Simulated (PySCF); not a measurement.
# AsI3, singlet: structure and spectrum

Method: PBE0/[As def2-SVP, I def2-SVP with ECP28], scalar-relativistic core potentials, density fitting, no spin–orbit coupling, PySCF.

The structure is a minimum.

Z-matrix (Å, degrees; charge 0 multiplicity 1):
```
As
I  1 2.5660
I  1 2.5660 2 101.64
I  1 2.5660 2 101.64 3 -104.64
```

```
Point group                                                                   : C3v
Bond lengths                                                                  : As–I 2.566 Å (×3)
Bond angles                                                                   : I–As–I 101.6° (×3)
Rotational symmetry number                                                    : 3
Highest occupied level                                                        : -7.49 eV
Enthalpy at 298.15 K above 0 K                                                : 20.10 kJ/mol
Dipole moment                                                                 : 0.64 D
Atomisation energy without zero-point energy                                  : 643 kJ/mol
Principal quadrupole moments (Buckingham, traceless) about the centre of mass : -0.07, -0.07, 0.14 D Å
Principal polarisabilities                                                    : 71.9, 135.3, 135.3 bohr³
Rotational constants                                                          : 0.01552, 0.01552, 0.008394 cm⁻¹
Zero-point energy                                                             : 5.5 kJ/mol
Lowest empty level                                                            : -3.05 eV
Entropy at 298.15 K and 1 bar                                                 : 388.0 J/(mol K)
Heat capacity Cp at 298.15 K                                                  : 80.4 J/(mol K)
```

Harmonic modes (masses in u: As 74.922, I 126.904):
```csv
symmetry,ω (cm⁻¹),"IR (km/mol, summed over degenerate members)",μ (u)
e,67,0.0,120.39
a1,94,0.0,109.41
a1,229,3.1,89.38
e,234,84.7,85.64
```

In C3v the vibrations span 2e + 2a1.

Charges (e):
```csv
atom,Mulliken,Löwdin,polar tensor,Mayer order to As1
As1,0.16,0.07,1.13,–
"I2,3,4",-0.05,-0.02,-0.38,1.06
```

Mulliken populations on As1: s 7.90, p 14.75, d 10.19.

Counting electrons, arsenic keeps 2 of its valence electrons outside its bonds, so the VSEPR class is AX3E1 and the expected shape is trigonal pyramidal (C3v), as computed.

The final relaxation and frequency run took about 5 core-minutes on a shared host.
